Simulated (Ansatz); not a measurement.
Ideal-gas functions of `C=N[SiH2]S` at 298.15 K and 1 bar, from an Ansatz frequency run at PBE0-D4/def2-TZVP.

Molar mass 91.21 g/mol, point group C1 (symmetry number 1), electronic degeneracy 1, moments of inertia 42.263, 221.372, 243.159 u Å². Harmonic wavenumbers (cm⁻¹, unscaled): 89, 144, 234, 258, 502, 521, 571, 712, 740, 796, 880, 938, 1126, 1219, 1519, 1762, 2197, 2247, 2708, 2974, 3071.

Use S(trans) = R[1.5 ln M + 2.5 ln T − 1.1517]; rotational temperatures θ = 24.2544 K / I; S(rot) = R[ln(√π/σ · √(T³/θAθBθC)) + 1.5]; for each mode x = 1.438777 ν̃/T, S = R[x/(eˣ − 1) − ln(1 − e⁻ˣ)] and H = RT x/(eˣ − 1); 1 cm⁻¹ = 0.0119627 kJ/mol; R = 8.31446 J/(mol·K).

By hand: the entropy, in J/(mol·K).

Translation 165.1. Rotation: θ = 0.5739, 0.1096, 0.0997 K, giving 109.4. Vibration, mode by mode: 15.41, 11.51, 7.73, 7.01, 2.73, 2.54, 2.10, 1.22, 1.10, 0.88, 0.63, 0.50, 0.23, 0.16, 0.05, 0.02, 0.00, 0.00, 0.00, 0.00, 0.00, in all 53.8. Electronic 0.0. Sum 328.3 J/(mol·K).

By hand: H − E and G − E in kJ/mol, counted from the electronic energy.

Zero-point energy ½ × 25208 × 0.0119627 = 150.8; thermal vibration 9.0; translation, rotation and pV give 4 RT = 9.9. H − E = 169.7 kJ/mol, and G − E = 169.7 − 298.15 × 328.3/1000 = 71.8 kJ/mol.

Vibration gives 16 % of the entropy, 26.9 J/(mol·K) of it from the modes under 150 cm⁻¹: soft modes count most, and the harmonic formula is weakest for them. The sum counts one conformer and one mirror image; others add a mixing term.
